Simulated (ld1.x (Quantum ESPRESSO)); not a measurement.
## How hard is this Ta (Z = 73) TM potential?

Ta (Z = 73), norm-conserving Troullier–Martins (Kleinman–Bylander form), made with ld1.x (Quantum ESPRESSO) 7.5 (PBE, scalar-relativistic). Core [Xe], reference 4f14 5d3 6s1 6p1. Waves: 6s (bound): rc 2.20 bohr; 5d (bound): rc 1.95 bohr; 4f (bound): rc 1.00 bohr; 6p (bound): rc 3.70 bohr. Local part: the p channel. Core correction: none.

The pseudo-atom Hamiltonian at the reference potential is diagonalised in spherical Bessel functions j_l(qr) that vanish at 20 bohr, with q² up to the cutoff. All-electron valence levels (Ry): 6s -0.4709, 5d -0.3595, 4f -1.9276, 6p -0.1543.

Question: How do the lowest levels (Ry) of each channel move with the cutoff, and are there ghosts?

Answer:

```
cutoff (Ry)     s #1     d #1    d #2     f #1    f #2     p #1  Σ f·Δε (mRy)
          8  -0.4540  -0.0568  0.0491   0.0863  0.2014  -0.1542       29108.0
         25  -0.4694  -0.3554  0.0318   0.0863  0.2014  -0.1543       28196.8
         50  -0.4708  -0.3595  0.0317   0.0863  0.2014  -0.1543       28183.2
        100  -0.4709  -0.3595  0.0317   0.0863  0.2014  -0.1543       28183.0
        180  -0.4709  -0.3595  0.0317   0.0862  0.1876  -0.1543       28181.7
        400  -0.4709  -0.3595  0.0317  -1.9268  0.0863  -0.1543           0.0
```

Result: no extra level below or beside the all-electron valence levels (s, d, f, p tested); 10 mRy is reached at over 300 Ry and 1 mRy at over 300 Ry.

2 of 7 tests not solved or not reliable.
